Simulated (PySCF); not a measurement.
Finite-field polarisability of I (iodine, neutral)

[Kr] 4d10 5s2 5p5, 2P determinant. Calculation: PySCF 2.14, in def2-TZVPPD with the def2 core potential (28 electrons) (7s6p4d2f, 59 functions); a scalar-relativistic core potential. Frozen: 4s2 4p6 4d10. Energy changes in a uniform field (μhartree):

```json
{"axis": "x", "F (au)": "0.0026", "HF": "-98.479", "MP2": "-98.984", "CCSD": "-98.753", "CCSD(T)": "-98.955"}
{"axis": "x", "F (au)": "0.0052", "HF": "-393.993", "MP2": "-396.029", "CCSD": "-395.107", "CCSD(T)": "-395.919"}
{"axis": "y", "F (au)": "0.0025", "HF": "-103.811", "MP2": "-104.877", "CCSD": "-104.513", "CCSD(T)": "-104.946"}
{"axis": "y", "F (au)": "0.005", "HF": "-415.416", "MP2": "-419.704", "CCSD": "-418.248", "CCSD(T)": "-419.989"}
```

By symmetry the remaining axis equals y.

Q: Derive α along x at CCSD(T) from the two fields.

A: With ΔE = −αF²/2 − γF⁴/24, α = −(16 ΔE(F) − ΔE(2F))/(6F²) = 29.27 bohr³.

Q: And the mean polarisability at each level?

A: The components xx, yy, zz at CCSD(T) are 29.27, 33.58, 33.58, the third axis being equal by symmetry to one of the two computed. Means: HF 31.85, MP2 32.13, CCSD 32.03, CCSD(T) 32.14 bohr³. Reference: 32.9 ± 1.3 bohr³ (recommended; Schwerdtfeger and Nagle, table of static dipole polarizabilities (2023 update)).
